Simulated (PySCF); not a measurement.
TeF3, SMILES F[Te](F)F, multiplicity 2. Geometry optimised at B3LYP-D3(BJ)/def2-SVP. The multiplicity is an assumed one; other spin states were not compared. The isomer is the one that the SMILES or the coordinates give; other isomers of the formula were not compared. The def2 effective core potentials stand for the cores of Te; spin–orbit coupling is left out.

Computed equilibrium geometry at B3LYP-D3(BJ)/def2-SVP (PySCF confirms it by a frequency run) as a Z-matrix, and its point group:
point group C2v.
```
Te
F 1 1.9157
F 1 1.9788 2 85.18
F 1 1.9788 2 85.18 3 180.00
```
Charge 0, spin multiplicity 2.
